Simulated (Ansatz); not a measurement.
```yaml
crystal:
  periodic: [false, false, false]
  atoms:
    - {symbol: F, position_ang: [-1.295588, 1.125796, -1.455504]}
    - {symbol: Si, position_ang: [0.141077, 1.390212, -0.806560]}
    - {symbol: S, position_ang: [1.247524, -0.403098, -0.636293]}
    - {symbol: Si, position_ang: [-0.002167, -1.430878, 0.774804]}
    - {symbol: H, position_ang: [0.908217, 2.274027, -1.710335]}
    - {symbol: H, position_ang: [-0.104119, 1.999172, 0.519213]}
    - {symbol: H, position_ang: [0.880605, -2.352075, 1.529300]}
    - {symbol: H, position_ang: [-1.056862, -2.204852, 0.077808]}
    - {symbol: H, position_ang: [-0.630089, -0.444603, 1.690369]}
basis:
  gaussian: {orbitals: pcseg-2, final_grid: {core_spheres: 20, valence_spheres: 16, degree: 47}}
magnetization: {spin_polarized: true, initial_magnetization: 2}
hamiltonian: {xc: {name: wB97X-V}}
output: {forces: true}
```

```sh
$ ansatz run in.yaml --threads 2 --pin off --events-out ev --progress --plain --max-ram 32768MiB --backend cpu
```

Shortened log:

```
Functional definition: wB97X-V
1186 factors; their error is unknown
258 factors; integrals over basis functions are off by at most 2.3e-5 eV
mean field evaluation 1: about -29380.8712 eV, gradient 2.2e1 eV
mean field evaluation 2: about -29381.0281 eV, gradient 2.6e1 eV
mean field evaluation 4: about -29382.8632 eV, gradient 8.9e-1 eV
mean field evaluation 8: about -29382.8965 eV, gradient 1.6e-1 eV
mean field evaluation 16: about -29382.9697 eV, gradient 2.1e-2 eV
mean field evaluation 32: about -29382.9698 eV, gradient 4.1e-4 eV
mean field -29382.96979997 eV, -1079.8042236566 hartree, gradient 1.6e-5 eV, S^2 2.006087; 6 other end points of the search recorded, 0 dependent functions left out
reference -29382.96979925 eV, -1079.8042236301 hartree; 30, 28 occupied and 172, 174 virtual orbitals, 1186 factors
Total energy: -29382.96979925 eV, -1079.8042236301 hartree
Atom 0 at    -1.295588     1.125796    -1.455504 Å, force     0.294839    -0.354821     0.049560 eV/Å
Atom 1 at     0.141077     1.390212    -0.806560 Å, force    -0.390468     1.615990    -0.534991 eV/Å
Atom 2 at     1.247524    -0.403098    -0.636293 Å, force     3.182690     1.805854    -3.226126 eV/Å
Atom 3 at    -0.002167    -1.430878     0.774804 Å, force    -2.951080    -2.707245     3.679357 eV/Å
Atom 4 at     0.908217     2.274027    -1.710335 Å, force    -0.201337     0.010339     0.089720 eV/Å
Atom 5 at    -0.104119     1.999172     0.519213 Å, force     0.253168    -0.251346     0.014413 eV/Å
Atom 6 at     0.880605    -2.352075     1.529300 Å, force     0.005978    -0.005828    -0.020643 eV/Å
Atom 7 at    -1.056862    -2.204852     0.077808 Å, force    -0.133965    -0.086713    -0.060364 eV/Å
Atom 8 at    -0.630089    -0.444603     1.690369 Å, force    -0.059826    -0.026229     0.009075 eV/Å
Dipole moment:     0.408646     0.493507    -0.279653 e Å
```

Hardware: 2 threads of a server CPU on a shared host. Wall time 94 s, peak host memory 1.1 GiB.
